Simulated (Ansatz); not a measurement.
`F[B-](F)(F)[OH+][SiH3]`, 10 atoms. Charge 0, multiplicity 1. All runs use 4 threads of a server CPU on a shared host. Correlated methods freeze the cores.

Problem. How many basis functions does each run have, and how long does it take in Ansatz? RHF-MP2/def2-QZVPP energy; RKS ωB97M-V/def2-SVP energy; RHF-CCSD(T)/def2-SVP energy; RKS PBE0-D4/def2-SVP energy; RKS PBE0-D4/def2-QZVPP energy; RHF-CCSD(T)/def2-TZVPP energy; RKS ωB97M-V/def2-QZVPP energy; RKS B3LYP-D4/def2-TZVPP energy and forces; RKS SPW92/def2-TZVPP energy; RKS B97M-V/def2-TZVPP energy; RKS HSE06-D4/def2-TZVPP energy; RKS PBE0-D4/def2-TZVP relaxation (17 steps). (Estimate.)

Solution. The calculation gave: Other jobs shared the machine, so times are rough.

```csv
level,job,functions,wall time,peak host memory (GiB)
RKS PBE0-D4/def2-SVP,energy,108,3.4 s,0.25
RKS SPW92/def2-TZVPP,energy,253,3.9 s,0.34
RKS HSE06-D4/def2-TZVPP,energy,253,7.5 s,0.69
RKS B3LYP-D4/def2-TZVPP,energy and forces,253,11 s,0.73
RKS ωB97M-V/def2-SVP,energy,108,14 s,0.34
RKS B97M-V/def2-TZVPP,energy,253,17 s,0.44
RHF-CCSD(T)/def2-SVP,energy,108,27 s,0.55
RKS PBE0-D4/def2-QZVPP,energy,475,28 s,1.7
RKS ωB97M-V/def2-QZVPP,energy,475,65 s,2.1
RHF-MP2/def2-QZVPP,energy,475,71 s,2.9
RKS PBE0-D4/def2-TZVP,relaxation (17 steps),216,2.4 min,0.61
RHF-CCSD(T)/def2-TZVPP,energy,253,8.6 min,6.1
```

B3LYP here is the variant with VWN-RPA as its local correlation; programs differ in this. HSE06 is defined as in plane-wave codes.
